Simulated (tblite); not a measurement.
Compound: C₅H₈BClF₂.
Atom-mapped SMILES: `[CH3:1][C:2]([CH3:3])=[C:4]([Cl:5])[CH2:6][B:7]([F:8])[F:9]` (hydrogens: H10, H11, H12 on C1; H13, H14, H15 on C3; H16, H17 on C6)

Computed with GFN2-xTB (tblite), gas phase: L-BFGS steps from a force-field or distance-geometry start until the largest atomic force falls under 0.01 eV/Å.

Step 6: E = -819.5169 eV
```
atom  x, y, z in Å  |  force x, y, z in eV/Å
C1     -1.2309    1.3158   -0.1386   -0.173   0.169  -0.048
C2     -0.8730   -0.1264    0.0351   -0.258  -0.047   0.024
C3     -1.9395   -1.0464    0.5136   -0.156  -0.087   0.049
C4      0.3346   -0.5818   -0.2552   -0.047  -0.084  -0.015
Cl5     0.7151   -2.2682   -0.0589    0.025  -0.036  -0.202
C6      1.4765    0.2903   -0.6436    0.070  -0.029  -0.081
B7      2.6894    0.0237    0.3055    0.397   0.074   0.427
F8      2.5736   -0.6427    1.4322    0.149   0.095   0.129
F9      3.9151    0.4357    0.0597    0.094   0.049  -0.061
H10    -2.3081    1.4398   -0.0831   -0.039   0.005   0.004
H11    -0.7826    1.9210    0.6454    0.027   0.067   0.075
H12    -0.8991    1.6965   -1.1011   -0.024   0.033  -0.038
H13    -2.3886   -1.5477   -0.3404   -0.151  -0.078   0.001
H14    -2.7046   -0.5009    1.0528   -0.110  -0.009   0.047
H15    -1.5078   -1.8031    1.1602   -0.091  -0.089   0.071
H16     1.1182    1.3173   -0.6389    0.265   0.086   0.060
H17     1.8049    0.0890   -1.6556    0.022  -0.120  -0.443
```

Step 7: E = -819.5511 eV
```
atom  x, y, z in Å  |  force x, y, z in eV/Å
C1     -1.2372    1.3203   -0.1407   -0.076   0.069   0.031
C2     -0.8844   -0.1275    0.0349   -0.051  -0.047  -0.033
C3     -1.9488   -1.0512    0.5171   -0.191  -0.097   0.036
C4      0.3269   -0.5812   -0.2592   -0.094   0.058  -0.016
Cl5     0.7159   -2.2657   -0.0813    0.003  -0.063  -0.147
C6      1.4772    0.2828   -0.6491    0.381  -0.056  -0.023
B7      2.7110    0.0049    0.3042   -0.011   0.321   0.248
F8      2.6044   -0.6188    1.4527    0.009  -0.065   0.166
F9      3.9281    0.4418    0.0745    0.188   0.071  -0.211
H10    -2.3119    1.4444   -0.0816   -0.113   0.024  -0.009
H11    -0.7867    1.9254    0.6445    0.014   0.020   0.039
H12    -0.9032    1.7035   -1.1022   -0.032  -0.010  -0.014
H13    -2.4057   -1.5560   -0.3325   -0.100  -0.044  -0.004
H14    -2.7175   -0.5083    1.0557   -0.070   0.007   0.046
H15    -1.5237   -1.8131    1.1654   -0.056  -0.010   0.026
H16     1.1455    1.3222   -0.6443    0.240  -0.029   0.130
H17     1.8032    0.0884   -1.6691   -0.042  -0.147  -0.265
```

Step 8: E = -819.5706 eV
```
atom  x, y, z in Å  |  force x, y, z in eV/Å
C1     -1.2424    1.3244   -0.1411   -0.024  -0.026   0.054
C2     -0.8924   -0.1288    0.0338   -0.056  -0.017  -0.018
C3     -1.9585   -1.0563    0.5200   -0.109  -0.029  -0.012
C4      0.3201   -0.5796   -0.2616    0.105   0.102  -0.069
Cl5     0.7167   -2.2659   -0.0981   -0.036  -0.030  -0.115
C6      1.4838    0.2771   -0.6547    0.367  -0.068   0.052
B7      2.7259    0.0010    0.3109   -0.196   0.361   0.060
F8      2.6233   -0.6060    1.4682   -0.039  -0.078   0.132
F9      3.9395    0.4466    0.0789    0.166   0.060  -0.222
H10    -2.3170    1.4476   -0.0809   -0.109   0.039  -0.012
H11    -0.7887    1.9286    0.6452   -0.013  -0.019   0.000
H12    -0.9062    1.7075   -1.1036   -0.049  -0.040   0.034
H13    -2.4184   -1.5621   -0.3282   -0.074  -0.024   0.006
H14    -2.7271   -0.5122    1.0587   -0.047   0.005   0.039
H15    -1.5343   -1.8196    1.1694   -0.048   0.036  -0.007
H16     1.1673    1.3249   -0.6445    0.230  -0.131   0.134
H17     1.8014    0.0849   -1.6834   -0.069  -0.142  -0.058
```

Step 9: E = -819.5849 eV
```
atom  x, y, z in Å  |  force x, y, z in eV/Å
C1     -1.2476    1.3275   -0.1406   -0.007  -0.100   0.061
C2     -0.8998   -0.1303    0.0326    0.072  -0.008  -0.035
C3     -1.9681   -1.0608    0.5220   -0.017   0.035  -0.047
C4      0.3171   -0.5766   -0.2645    0.118   0.106  -0.055
Cl5     0.7165   -2.2667   -0.1136   -0.070   0.023  -0.092
C6      1.4941    0.2716   -0.6593    0.237  -0.068   0.097
B7      2.7362    0.0058    0.3201   -0.183   0.270  -0.050
F8      2.6371   -0.5977    1.4822   -0.044   0.005   0.005
F9      3.9510    0.4511    0.0775    0.041   0.021  -0.161
H10    -2.3231    1.4507   -0.0805   -0.068   0.046  -0.009
H11    -0.7903    1.9310    0.6461   -0.042  -0.050  -0.030
H12    -0.9095    1.7098   -1.1041   -0.060  -0.059   0.074
H13    -2.4300   -1.5676   -0.3252   -0.056  -0.007   0.021
H14    -2.7357   -0.5149    1.0620   -0.019  -0.005   0.019
H15    -1.5433   -1.8243    1.1727   -0.047   0.068  -0.037
H16     1.1893    1.3243   -0.6416    0.200  -0.157   0.104
H17     1.7990    0.0789   -1.6967   -0.057  -0.120   0.135
```

Question: Estimate the geometry and energy of step 10. (The exact step hangs on the optimiser's Hessian estimate; all steps are aligned on step 9, rigid shifts and turns removed.)

Answer: E = -819.5933 eV, largest force 0.235 eV/Å
```
atom  x, y, z in Å  |  force x, y, z in eV/Å
C1     -1.2510    1.3276   -0.1392   -0.011  -0.108   0.042
C2     -0.9022   -0.1315    0.0311    0.075   0.008  -0.025
C3     -1.9736   -1.0626    0.5222    0.051   0.072  -0.065
C4      0.3173   -0.5732   -0.2667    0.123   0.046  -0.024
Cl5     0.7151   -2.2669   -0.1234   -0.083   0.050  -0.080
C6      1.5037    0.2678   -0.6603    0.066  -0.060   0.101
B7      2.7400    0.0145    0.3265   -0.083   0.131  -0.083
F8      2.6429   -0.5934    1.4887   -0.030   0.084  -0.073
F9      3.9569    0.4536    0.0729   -0.042   0.006  -0.097
H10    -2.3275    1.4531   -0.0806   -0.024   0.032   0.000
H11    -0.7916    1.9313    0.6464   -0.053  -0.060  -0.030
H12    -0.9123    1.7097   -1.1030   -0.059  -0.061   0.081
H13    -2.4372   -1.5706   -0.3237   -0.044   0.006   0.024
H14    -2.7406   -0.5160    1.0642    0.008  -0.006  -0.006
H15    -1.5487   -1.8254    1.1737   -0.041   0.067  -0.044
H16     1.2048    1.3210   -0.6376    0.161  -0.106   0.067
H17     1.7968    0.0729   -1.7022   -0.016  -0.101   0.212
```

The energy changes by -0.0084 eV. The first-order estimate −F·Δx gives -0.0117 eV and the mean of the old and new forces, exact on a quadratic surface, -0.0084 eV. The step makes an angle of 57° with the force vector and moves no atom by more than 0.016 Å.

What follows is the cost of the whole relaxation. The run took 1.9 s on one thread of an Arm Neoverse N1, shared host with 64 logical CPUs at a one-minute load of 57.
